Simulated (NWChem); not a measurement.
# Correlation energy of H₄PSi

```
Si
H 1 1.4992
H 1 1.4992 2 108.32
P 1 2.2736 2 108.33 3 117.30
H 4 1.4287 1 96.20 2 73.67
H 4 1.4287 5 94.63 1 -96.77
```
Charge 0, spin multiplicity 2.

All runs are NWChem calculations. Structure: optimised with UB3LYP/def2-SVP, a minimum by its harmonic frequencies. It is one conformer; others weren't searched.

Basis set: cc-pVDZ. Each correlation energy counts from its own Hartree-Fock reference.

The correlated methods keep 10 core orbitals frozen. The structure started from a generated list of species. The unpaired electrons of the parent sit in orbitals of symmetry a' (Cs labels of the run); other states weren't searched. The stability of the SCF solutions was not checked. Open-shell Hartree-Fock references start from PBE0 orbitals. Coupled-cluster values serve here as a point of comparison, not as the truth.

Problem. Order these methods by the correlation energy they give, lowest first: URI-MP2, SCS-UMP2, CCSD on ROHF, CCSD[T] on ROHF, CCSD on UHF.

Solution. CCSD[T] on ROHF (-265.0 mHa), CCSD on ROHF (-257.3 mHa), CCSD on UHF (-255.4 mHa), SCS-UMP2 (-220.2 mHa), URI-MP2 (-211.5 mHa)
